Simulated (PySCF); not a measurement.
PySCF input for C2H6N2Si2, SMILES C1=NC=N[SiH2][SiH2]1, r2SCAN-D4/def2-SVP. The structure is a stationary point at r2SCAN-D4/def2-SVP. This is a generated structure with no PubChem entry under its InChIKey; it may be hypothetical.

```python
import numpy as np
from pyscf import gto, scf, dft, df
from pyscf.hessian import thermo

mol = gto.M(
    atom='''
    C     0.58726741    1.48351453   -0.48497651
    N     1.62973797    0.85437981   -0.08165907
    C     1.59902843   -0.29963759    0.71878118
    N     0.80804930   -1.29905150    0.63380089
    Si   -0.73162975   -1.31543852   -0.22346317
    Si   -1.23084506    0.96366356   -0.10400561
    H     0.78012889    2.29038695   -1.21714835
    H     2.45891819   -0.33533338    1.41387130
    H    -0.57161821   -1.81956990   -1.62334466
    H    -1.66466247   -2.20819648    0.51755495
    H    -2.12588862    1.66055408   -1.07256115
    H    -1.58451650    1.34644849    1.29837018
    ''',
    basis='def2-SVP',
    charge=0,
    spin=0,
    max_memory=1600,
    verbose=3,
)
mf = dft.RKS(mol, xc='r2scan').density_fit(auxbasis='def2-universal-jkfit')
mf.disp = 'd4'
mf.grids.level = 4
mf.conv_tol = 1e-11
mf.max_cycle = 100
mf.kernel()

# [left out here: the lines that compute and print the analytic Hessian (its translational invariance restored by hand, since the grid's response is missing), thermochemistry and intensities]
```

It prints:

```
converged SCF energy = -767.792949415347

WARN: MGGA Hessian is sensitive to dft grids. grids.level 4 may not be dense enough.


WARN: DFTD4 does not support analytical Hessian, using finite difference.


WARN: Mole.unit (angstrom) is changed to Bohr

Mode                                 0                   1                   2
Irrep
Freq [cm^-1]                      103.3987            220.2098            237.8725
Reduced mass [au]                   2.9239              2.4282              3.6316
Force const [Dyne/A]                0.0184              0.0694              0.1211
Char temp [K]                     148.7677            316.8329            342.2456
Normal mode                   x     y     z       x     y     z       x     y     z
       0   C                 0.01  0.05  0.08   -0.03 -0.03  0.03   -0.03 -0.03 -0.09
       1   N                 0.01  0.05  0.07   -0.02 -0.07 -0.03   -0.08 -0.02  0.07
       2   C                 0.04 -0.04 -0.05    0.04 -0.06 -0.02   -0.04  0.01  0.07
       3   N                 0.05 -0.04 -0.09    0.04 -0.06  0.04    0.08 -0.09 -0.08
       4  Si                -0.03 -0.01  0.06    0.05  0.06  0.02    0.04  0.02  0.01
       5  Si                -0.01  0.00 -0.06   -0.07  0.03 -0.01   -0.00  0.05  0.00
       6   H                 0.02  0.12  0.16   -0.03 -0.04  0.03    0.04 -0.17 -0.22
       7   H                 0.08 -0.10 -0.10    0.09 -0.04 -0.08   -0.10  0.07  0.15
       8   H                -0.19 -0.17  0.10    0.12  0.28 -0.06   -0.15 -0.05  0.01
       9   H                -0.00  0.11  0.24    0.05 -0.09 -0.16    0.03  0.13  0.14
      10   H                 0.07 -0.05 -0.18    0.06 -0.12 -0.24   -0.11  0.03  0.09
      11   H                -0.15  0.08 -0.12   -0.26  0.25 -0.12    0.14  0.02  0.05
Mode                                 3                   4                   5
Irrep
Freq [cm^-1]                      352.7525            356.1317            421.9424
Reduced mass [au]                   4.0971              1.5299              2.1243
Force const [Dyne/A]                0.3004              0.1143              0.2228
Char temp [K]                     507.5322            512.3942            607.0812
Normal mode                   x     y     z       x     y     z       x     y     z
       0   C                -0.02  0.12  0.07    0.02  0.05 -0.02    0.03 -0.06  0.06
       1   N                -0.07 -0.06 -0.09   -0.01  0.02 -0.02    0.08 -0.05 -0.06
       2   C                -0.06 -0.00 -0.02   -0.08  0.04  0.02    0.00  0.05  0.06
       3   N                 0.00 -0.06  0.06    0.01 -0.02 -0.05    0.01  0.06 -0.06
       4  Si                 0.04 -0.04 -0.01   -0.02 -0.04  0.02    0.00 -0.02 -0.03
       5  Si                 0.03  0.04 -0.01    0.05 -0.01  0.03   -0.05  0.01  0.03
       6   H                 0.01  0.15  0.10    0.03  0.10  0.04   -0.06 -0.14 -0.06
       7   H                -0.09  0.12  0.02   -0.19  0.14  0.16   -0.14  0.12  0.24
       8   H                 0.01 -0.24  0.06   -0.12  0.30 -0.12   -0.19 -0.19  0.02
       9   H                -0.06  0.15  0.10    0.06 -0.24 -0.13    0.07  0.10  0.20
      10   H                 0.03  0.06  0.01    0.10 -0.31 -0.23    0.22  0.11 -0.15
      11   H                -0.11 -0.14  0.01   -0.07  0.41 -0.12   -0.33 -0.01 -0.04
Mode                                 6                   7                   8
Irrep
Freq [cm^-1]                      446.7224            548.1157            597.1949
Reduced mass [au]                   4.0377              1.8234              1.8420
Force const [Dyne/A]                0.4747              0.3228              0.3871
Char temp [K]                     642.7340            788.6165            859.2306
Normal mode                   x     y     z       x     y     z       x     y     z
       0   C                -0.01  0.01  0.02   -0.07 -0.03 -0.03    0.08  0.04 -0.07
       1   N                -0.01 -0.03 -0.03   -0.07  0.03  0.05    0.06  0.03  0.02
       2   C                -0.02  0.01  0.01    0.03 -0.01 -0.02   -0.00 -0.03 -0.01
       3   N                 0.01 -0.02 -0.00   -0.03  0.03  0.02   -0.02 -0.02  0.05
       4  Si                -0.00  0.12  0.00   -0.01 -0.01 -0.04    0.02 -0.00 -0.04
       5  Si                 0.04 -0.10 -0.00    0.07  0.01  0.05   -0.06 -0.00  0.04
       6   H                -0.03  0.02  0.02   -0.11 -0.18 -0.20    0.17  0.11  0.03
       7   H                -0.07  0.06  0.07    0.16 -0.11 -0.19   -0.00 -0.04 -0.01
       8   H                -0.14  0.03  0.02    0.10 -0.25  0.06   -0.09 -0.29  0.05
       9   H                -0.07  0.26  0.10   -0.08  0.13  0.05   -0.06  0.21  0.14
      10   H                -0.01 -0.23 -0.04    0.23 -0.18 -0.25   -0.29 -0.40 -0.04
      11   H                -0.09 -0.19 -0.01   -0.30  0.11 -0.08    0.03  0.25 -0.01
Mode                                 9                  10                  11
Irrep
[...]
      11   H                 0.01 -0.03  0.02    0.03  0.00  0.01    0.02  0.01  0.01
Mode                                21                  22                  23
Irrep
Freq [cm^-1]                     1392.1780           1628.0165           1683.1592
Reduced mass [au]                   1.1734             11.0825              9.2207
Force const [Dyne/A]                1.3399             17.3063             15.3909
Char temp [K]                    2003.0342           2342.3533           2421.6913
Normal mode                   x     y     z       x     y     z       x     y     z
       0   C                -0.01  0.02 -0.01    0.11 -0.06  0.04    0.12 -0.07  0.04
       1   N                -0.00 -0.03  0.00   -0.10  0.08 -0.05   -0.10  0.07 -0.05
       2   C                -0.01  0.05 -0.04   -0.08 -0.13  0.00    0.10  0.11  0.02
       3   N                 0.06  0.02  0.03    0.08  0.09  0.02   -0.09 -0.09 -0.01
       4  Si                -0.01  0.00 -0.00   -0.00 -0.00 -0.00    0.01  0.00  0.00
       5  Si                 0.00  0.00 -0.00   -0.00  0.00 -0.00   -0.00  0.00 -0.00
       6   H                -0.12  0.05 -0.00    0.02 -0.07  0.01   -0.02 -0.01  0.07
       7   H                -0.31 -0.81  0.27   -0.07 -0.03 -0.02    0.01 -0.13  0.10
       8   H                 0.01 -0.00 -0.00   -0.03  0.01  0.01    0.01 -0.00 -0.01
       9   H                -0.01 -0.00 -0.01   -0.03  0.03 -0.01    0.01 -0.01  0.02
      10   H                -0.00 -0.00 -0.01   -0.00  0.01  0.01   -0.02 -0.02  0.01
      11   H                 0.00  0.00  0.00    0.00  0.00 -0.00    0.00  0.00 -0.00
Mode                                24                  25                  26
Irrep
Freq [cm^-1]                     2202.6011           2206.9281           2231.8031
Reduced mass [au]                   1.0401              1.0344              1.0470
Force const [Dyne/A]                2.9731              2.9684              3.0727
Char temp [K]                    3169.0526           3175.2782           3211.0678
Normal mode                   x     y     z       x     y     z       x     y     z
       0   C                 0.00 -0.00  0.00    0.00 -0.00 -0.00   -0.00  0.00 -0.00
       1   N                -0.00 -0.00  0.00   -0.00  0.00 -0.00    0.00 -0.00  0.00
       2   C                 0.00  0.00 -0.00    0.00  0.00 -0.00    0.00  0.00 -0.00
       3   N                -0.00 -0.00 -0.00   -0.00 -0.00  0.00   -0.00 -0.00 -0.00
       4  Si                 0.00 -0.01 -0.03   -0.00 -0.00 -0.00    0.00 -0.00 -0.00
       5  Si                 0.00  0.00  0.01    0.01 -0.01 -0.02   -0.02  0.01 -0.03
       6   H                -0.00  0.00  0.00    0.00 -0.00 -0.00   -0.00  0.01 -0.00
       7   H                -0.00 -0.00  0.00   -0.00  0.00  0.00    0.00 -0.00 -0.00
       8   H                -0.10  0.32  0.90   -0.02  0.05  0.15   -0.01  0.04  0.11
       9   H                 0.03  0.01 -0.03    0.07  0.06 -0.05   -0.01 -0.01  0.01
      10   H                -0.04  0.03 -0.04   -0.15  0.11 -0.18    0.57 -0.44  0.61
      11   H                 0.04 -0.05 -0.17   -0.22  0.23  0.87   -0.06  0.07  0.21
Mode                                27                  28                  29
Irrep
Freq [cm^-1]                     2239.5749           3047.9367           3065.1889
Reduced mass [au]                   1.0423              1.0876              1.0877
Force const [Dyne/A]                3.0801              5.9532              6.0213
Char temp [K]                    3222.2497           4385.3023           4410.1243
Normal mode                   x     y     z       x     y     z       x     y     z
       0   C                -0.00  0.00  0.00   -0.01 -0.06  0.05   -0.00 -0.01  0.01
       1   N                -0.00  0.00 -0.00    0.00 -0.00 -0.00   -0.00  0.00 -0.00
       2   C                -0.00 -0.00 -0.00    0.01  0.00  0.00   -0.06  0.00 -0.05
       3   N                 0.00  0.00  0.00   -0.00 -0.00 -0.00    0.00  0.00  0.00
       4  Si                 0.02  0.02 -0.02   -0.00  0.00  0.00    0.00  0.00  0.00
       5  Si                 0.00 -0.00 -0.00    0.00 -0.00  0.00    0.00 -0.00  0.00
       6   H                 0.00 -0.00 -0.00    0.17  0.69 -0.63    0.02  0.07 -0.07
       7   H                -0.00  0.00 -0.00   -0.07  0.00 -0.06    0.74 -0.04  0.60
       8   H                -0.00  0.03  0.03    0.00 -0.00 -0.00   -0.00 -0.00 -0.00
       9   H                -0.61 -0.58  0.49    0.00 -0.00 -0.00   -0.00 -0.00  0.00
      10   H                -0.03  0.03 -0.03   -0.00  0.00 -0.00   -0.00  0.00 -0.00
      11   H                -0.02  0.02  0.08   -0.00 -0.00 -0.00   -0.00 -0.00  0.00
temperature 298.1500 [K]
pressure 101325.00 [Pa]
Rotational constants [GHz] 2.89330 2.83036 1.58843
Symmetry number 1
Zero-point energy (ZPE) 0.07601 [Eh]   199560.980 [J/mol]
                           tot       elec      trans        rot        vib
Entropy [J/mol/K]       344.189      0.000    167.842    115.497     60.851
Cv [J/mol/K]            112.780      0.000     12.472     12.472     87.836
Cp [J/mol/K]            121.094      0.000     20.786     12.472     87.836
Internal energy [J/mol]                      3718.434   3718.434 210794.451
Internal energy [Eh]   -767.70983  -767.79295
Enthalpy [J/mol]                             6197.391   3718.434 210794.451
Enthalpy [Eh]          -767.70889
Gibbs free energy [J/mol]                  -43844.695 -30716.882 192651.794
Gibbs free energy [Eh] -767.74797
static polarisability / bohr^3: [[90.095  0.708  6.618]
 [ 0.711 92.66  -5.86 ]
 [ 6.614 -5.856 66.9  ]]
largest difference of analytic and finite-field dipole derivatives / e: 0.0017017416651707862
mode   freq/cm-1   IR/(km/mol)   Raman/(A^4/amu)   depolarisation
   1      103.40         0.323             2.956            0.559
   2      220.21         5.820             5.519            0.749
   3      237.87         8.710             4.253            0.461
   4      352.75         9.915             4.617            0.734
   5      356.13         8.712            11.556            0.492
   6      421.94         5.408             2.786            0.175
   7      446.72         9.299            19.576            0.207
   8      548.12         4.390             3.009            0.725
   9      597.19        11.273             7.079            0.553
  10      634.47        20.788             9.261            0.385
  11      676.41        28.499             7.742            0.363
  12      708.24        10.974             7.381            0.630
  13      738.11        68.314            12.973            0.617
  14      764.63        52.210             5.994            0.431
  15      797.99        40.924             9.045            0.442
  16      880.54        36.002             1.103            0.568
  17      903.34        96.295            20.951            0.750
  18      922.02        77.629            17.998            0.638
  19      981.64        33.864             1.938            0.736
  20     1032.73        56.332             2.168            0.744
  21     1342.13        20.997             4.241            0.409
  22     1392.18         3.434            10.128            0.729
  23     1628.02        91.642            48.224            0.211
  24     1683.16       153.936             6.634            0.509
  25     2202.60        64.712           234.930            0.268
  26     2206.93        78.986           120.980            0.240
  27     2231.80        99.435           169.944            0.382
  28     2239.57        85.903           237.813            0.250
  29     3047.94        26.074           216.482            0.425
  30     3065.19        58.749           275.281            0.281
max |gradient| / (hartree/bohr): 0.00018075859341294397
APT charges: [ 0.1808 -0.6071  0.6789 -0.8236  0.925   0.5196 -0.0187 -0.0064 -0.2406
 -0.2164 -0.2012 -0.1912]
```

The calculation finished and met its thresholds.
